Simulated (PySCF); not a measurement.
Be(H)(OH) (BeH2O), SMILES [BeH][OH]. Atoms are numbered in the order given.

```xyz
4

Be    -0.0301     0.8599     0.0000
H     -0.0650     2.1851     0.0000
O      0.0766    -0.5354     0.0000
H     -0.4278    -1.3414     0.0000
```
Charge 0, spin multiplicity 1.

Coordinates come from a B3LYP-D3(BJ)/def2-TZVPD optimisation.

Calculation: PBE0/pcSseg-2 in PySCF.

GIAO shieldings, no solvent; atoms alike by connectivity are averaged. δ = σ(ref) − σ: ¹H against TMS (σ = 31.54 ppm); ¹⁷O against H2O (σ = 327.8 ppm), references at their B3LYP-D3(BJ)/def2-TZVP geometries, non-relativistic.

```json
[
 {"nucleus": "¹H", "atoms": "H2", "count": "1", "δ (ppm)": "3.18"},
 {"nucleus": "¹H", "atoms": "H4", "count": "1", "δ (ppm)": "2.13"},
 {"nucleus": "¹⁷O", "atoms": "O3", "count": "1", "δ (ppm)": "42.7"}
]
```
